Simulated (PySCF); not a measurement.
# Spinor energies of In⁺ (indium, charge +1)

Start: [Kr] 4d10 5s1 6s1; 5s1/2 filled at m_j = +1/2; 6s1/2 filled at m_j = +1/2. Calculated with PySCF 2.14 in x2c-SVPall-2c with one added diffuse shell each of s, p type (7s9p4d, 54 functions): generalised Hartree-Fock with the X2C-1e Hamiltonian and a Gaussian nucleus; one run each with spin-orbit coupling (SO) switched off, then screened by Boettger's factors. This is a chosen level, not necessarily the ground level.

```tsv
spinor shell	electrons	ε, spin-free (eV)	ε, screened SO (eV)	weight of nominal j (screened SO)	rms radius, screened SO (bohr)
1s1/2	2	-28091.0	-28088.6	1.000	0.0341
2s1/2	2	-4307.3	-4306.7	1.000	0.139
2p1/2	2	-3861.6	-4007.9	1.000	0.120
2p3/2	4	-3861.6	-3794.5	1.000	0.125
3s1/2	2	-867.21	-867.04	1.000	0.371
3p1/2	2	-717.36	-744.61	1.000	0.365
3p3/2	4	-717.36	-704.77	1.000	0.376
3d3/2	4	-485.13	-489.77	1.000	0.351
3d5/2	6	-485.13	-481.87	1.000	0.353
4s1/2	2	-157.63	-157.60	1.000	0.907
4p1/2	2	-110.63	-115.36	1.000	0.972
4p3/2	4	-110.63	-108.44	1.000	0.998
4d3/2	4	-40.593	-41.132	0.974	1.26
4d5/2	6	-40.593	-40.219	0.983	1.27
5s1/2	1	-22.146	-22.148	1.000	2.58
6s1/2	1	-6.910	-6.910	1.000	6.56
```

```tsv
quantity	spin-free	screened SO
E (hartree)	-5876.46006	-5877.71132
M_J	1	1
⟨J²⟩	2.001	2.001
⟨L²⟩	0.000	0.014
⟨S²⟩	2.001	2.015
```

Each row is a mean over spinors that exchange with the open shell spreads, by up to 0.493 eV (4s1/2).

Breit and QED terms are absent; they matter most for the inner s and p1/2 levels.

Densities and radii are taken from the X2C orbitals without a picture-change correction, which distorts them close to the nucleus.

Without spin-orbit coupling the j labels of p, d and f shells carry no meaning; the spin-free column gives the mean over the occupied spinors of each nl shell.
